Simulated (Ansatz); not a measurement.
Gas-phase electronic energies from Ansatz, PBE0-D4/def2-TZVP geometries. CBS: MP2 limit from def2 TZ/QZ plus the TZ coupled-cluster correction, frozen cores. This one scheme is used for every species. DFT in def2-TZVPP. Each species was taken in one conformer, which may not be the lowest.

Consider the formal exchange of groups at the Si–C bond: `O[SiH2]CCl` + `O[SiH2]S` → `O[SiH2][SiH](O)S` + `CCl`.

```
             level  ΔE (kJ/mol)
         r2SCAN-D4          5.3
   CCSD/def2-TZVPP         11.8
CCSD(T)/def2-TZVPP         10.9
SCS-MP2/def2-QZVPP         15.8
```

Q: What does CCSD(T)/CBS give? (Best estimate.)

A: The calculation gave: +10.6 kJ/mol. The listed levels differ from it by -5.3, 1.2, 0.3, 5.2 kJ/mol.

Largest T1 diagnostic among the species: 0.012.

The D4 term adds −3.1 kJ/mol with B3LYP and −2.1 kJ/mol with PBE0; it sums over pairs of atoms, weighted by their polarisabilities, and B3LYP, whose exchange is more repulsive, gets the larger term. From PBE to PBE0 (25 % exact exchange), in def2-TZVPP and without D4, ΔE moves by +4.4 kJ/mol.

B3LYP here is the variant with VWN-RPA as its local correlation; programs differ in this.
